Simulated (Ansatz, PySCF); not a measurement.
Noncovalent pair: N2 (SMILES N#N) (first 2 atoms) with HI (SMILES I); geometry from B3LYP-D3(BJ)/def2-TZVP, rigid monomers moved along the line of their centres of mass till N2···H4 is 4.69 Å.
(charge 0, multiplicity 1):
```xyz
4

N      0.1017     0.1100    -1.0051
N      0.2101     0.1195     0.0801
I      0.6591     0.1786     6.3678
H      0.5746     0.1623     4.7549
```

Interaction energies are E(AB) − E(A) − E(B) at the monomers' geometry in the complex; basis-set methods are counterpoise corrected.

Frozen-core correlation. Filled d and f shells under p-block atoms count as core. CBS(a, b) extrapolates the correlation energy as X⁻³ and adds the Hartree–Fock energy of set b.

The values were computed with Ansatz (a first-principles code); PySCF for the dispersion terms.  In def2 rows elements past Kr take small-core potentials, without spin–orbit coupling.

PBE/def2-TZVPPD gives -0.09 kcal/mol for the interaction energy.

Question: Predict the shift from PBE, with its sign, for: PBE-D3(BJ)/def2-TZVPPD, r2SCAN/def2-TZVPPD, B3LYP/def2-TZVPPD, wB97M-V/def2-TZVPPD, MP2/CBS(def2-TZVPPD, def2-QZVPPD), CCSD(T)/CBS(def2-TZVPPD, def2-QZVPPD).

Answer: PBE-D3(BJ)/def2-TZVPPD -0.05; r2SCAN/def2-TZVPPD 0.01; B3LYP/def2-TZVPPD 0.03; wB97M-V/def2-TZVPPD -0.03; MP2/CBS(def2-TZVPPD, def2-QZVPPD) -0.06; CCSD(T)/CBS(def2-TZVPPD, def2-QZVPPD) -0.04 kcal/mol. 2 of 6 lie above PBE; the widest gap is to MP2/CBS(def2-TZVPPD, def2-QZVPPD).
